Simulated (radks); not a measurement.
Results of a calculation; reference values are marked as such.
Problem. La4+, configuration [Kr] 4d10 5s2 5p5. Code: a radial shooting solver on a logarithmic mesh with Libxc functionals. Model: Dirac Kohn-Sham, PBE, spin-unpolarised, spherical densities, finite nucleus; open shells fill j = l - 1/2 first; Fermi nuclear charge, rms radius 4.855 fm.

Spin-orbit splittings of the eigenvalues, e(l+1/2) - e(l-1/2), with zeta = 2 splitting/(2l+1) and mean radii in bohr:

shell  occ.  splitting (eV)  zeta (eV)  <r> j=l-1/2  <r> j=l+1/2
2p        6           413.1      275.4      0.08991      0.09601
3p        6           80.53      53.69       0.2747       0.2867
3d       10           17.23      6.892       0.2577       0.2615
4p        6               ?          ?       0.6741       0.7009
4d       10           2.987      1.195       0.7602       0.7697
4f        0          0.3047    0.08706        1.063        1.070
5p        5           2.840      1.893        1.665        1.728
5d        0          0.3623     0.1449        2.197        2.220
6p        0          0.7246     0.4831        3.528        3.625

Estimate the 4p splitting.

Solution. 17.16 eV (zeta = 11.44 eV).
